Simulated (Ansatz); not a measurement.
Basis-set extrapolation for AlH18N3Si6 (`[SiH3][N]([SiH3])[Al]([N]([SiH3])[SiH3])[N]([SiH3])[SiH3]`) (PBE0-D4/def2-TZVP geometry, frozen core, Ansatz 0.2.0). Multiplicity 1, RHF reference.

|  | def2-TZVPP | def2-QZVPP |
| --- | --- | --- |
| HF | -2149.750377 | -2149.822307 |
| MP2 correlation | -1.465382 | -1.569774 |
| CCSD(T) correlation | -1.657507 | not run |

Energies in hartree. Use E(X) = E(∞) + A·exp(−7.88·√X) for Hartree–Fock and E(X) = E(∞) + B·X^(−2.97) for correlation, with X = 3 and 4, and add CCSD(T) minus MP2 of the smaller set to the MP2 limit.

What is the CCSD(T) energy at the basis-set limit?

HF limit: -2149.822307 + (-0.071930) × 0.13774 = -2149.83221. MP2 limit: -1.569774 + (-0.104392) × 0.74074 = -1.64710. Higher-order term: -1.657507 − (-1.465382) = -0.19213. Total: -2151.67144 hartree, 7.17 eV below CCSD(T)/def2-TZVPP.
